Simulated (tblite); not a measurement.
Species: dimethyl diselenide, C2H6Se2.
Geometry (GFN2-xTB, Å), atoms numbered from 1 in this order:
```xyz
10
C2H6Se2 angstrom
C      2.0314   -0.0024    0.1126
Se     0.7520    1.4937    0.0010
Se    -1.0961    0.5354    0.9595
C     -1.9924   -0.2130   -0.6304
H      3.0008    0.3837   -0.1865
H      1.7229   -0.7988   -0.5590
H      2.0698   -0.3602    1.1374
H     -2.0908    0.5669   -1.3797
H     -1.4161   -1.0478   -1.0195
H     -2.9727   -0.5530   -0.3108
```

Computed with GFN2-xTB (tblite): harmonic, unscaled wavenumbers at the GFN2-xTB geometry, gas phase. Against measured fundamentals such values can be off by several per cent, at times by over 20. One conformer, not necessarily the lowest.

Harmonic wavenumbers (cm⁻¹): 63.0, 95.4, 99.9, 154.4, 160.9, 268.6, 541.3, 543.3, 856.2, 860.5, 868.1, 873.6, 1276.8, 1277.7, 1428.7, 1429.2, 1433.9, 1434.1, 3014.5, 3014.7, 3027.3, 3028.2, 3039.2, 3040.2.

A = 5184, B = 1459, C = 1432 MHz; mass 189.880 u (most abundant isotopes); point group C2, symmetry number 2.

Problem. Zero-point energy?

Solution. ½Σν̃ = 15915 cm⁻¹ = 190.38 kJ/mol.

Problem. Give the ideal-gas entropy at 500 K and 1 bar in the rigid-rotor, harmonic-oscillator model (classical rotation).

Solution. Translation 185.03, rotation 116.94, vibration 127.01: S = 429.0 J/(mol K).

Problem. And Cp and H(500 K) − H(0)?

Solution. Cp = 132.40 J/(mol K), of which vibrations give 99.14 (their classical limit is 24 R = 199.5); H(500 K) − H(0) = 46.11 kJ/mol without the zero-point energy, 29.48 from vibrations.

Problem. How do the functions run with temperature in this model?

Solution. 
```json
{"T (K)": "50", "S (J/(mol K))": "234.9", "Cp (J/(mol K))": "52.5", "H − H(0) (kJ/mol)": "2.00", "G − H(0) (kJ/mol)": "-9.74", "ln q(vib)": "0.32"}
{"T (K)": "100", "S (J/(mol K))": "277.2", "Cp (J/(mol K))": "69.3", "H − H(0) (kJ/mol)": "5.11", "G − H(0) (kJ/mol)": "-22.62", "ln q(vib)": "1.32"}
{"T (K)": "298.15", "S (J/(mol K))": "368.5", "Cp (J/(mol K))": "102.7", "H − H(0) (kJ/mol)": "22.24", "G − H(0) (kJ/mol)": "-87.63", "ln q(vib)": "5.10"}
{"T (K)": "373.15", "S (J/(mol K))": "392.9", "Cp (J/(mol K))": "114.7", "H − H(0) (kJ/mol)": "30.40", "G − H(0) (kJ/mol)": "-116.20", "ln q(vib)": "6.30"}
{"T (K)": "750", "S (J/(mol K))": "487.9", "Cp (J/(mol K))": "158.3", "H − H(0) (kJ/mol)": "82.65", "G − H(0) (kJ/mol)": "-283.27", "ln q(vib)": "11.49"}
{"T (K)": "1000", "S (J/(mol K))": "536.1", "Cp (J/(mol K))": "176.8", "H − H(0) (kJ/mol)": "124.67", "G − H(0) (kJ/mol)": "-411.45", "ln q(vib)": "14.39"}
```

q(vib) and H(0) count from the zero-point level.

Problem. What must be added to the electronic energy to get the Gibbs energy at 500 K and 1 bar?

Solution. ZPE + [H(500 K) − H(0)] − T·S = 190.38 + 46.11 − 214.49 = 22.00 kJ/mol.

Hindered rotation and anharmonicity are outside this model. Other conformers, if any are populated, would add a mixing term that is left out. The structure is chiral; the term R ln 2 for an equal mix with its mirror image is left out.
